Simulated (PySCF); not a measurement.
This script is equivalent to a calculation on Zn+ (zinc, charge +1).

```python
from pyscf import gto, scf, dft, mp, cc
import basis_set_exchange as bse
mol = gto.M(atom="Zn 0 0 0", charge=1, spin=1, symmetry="D2h",
            basis=gto.basis.parse(bse.get_basis("x2c-TZVPall", elements=["Zn"], fmt="nwchem", header=False)),
            nucmod="G")
mf = dft.UKS(mol, xc="B3LYP").sfx2c1e()
mf.irrep_nelec = {'Ag': (6, 5), 'B1g': (1, 1), 'B2g': (1, 1), 'B3g': (1, 1), 'B1u': (2, 2), 'B2u': (2, 2), 'B3u': (2, 2)}
mf.kernel()
```

Problem. What total energy does it give?

Solution. -1795.609 hartree (calculated).

Problem. Which occupied shell lies highest, and where?

Solution. 4s α, at -15.300 eV.

Problem. What is ⟨S²⟩, and what would a pure spin state give?

Solution. 0.751, against 0.75.
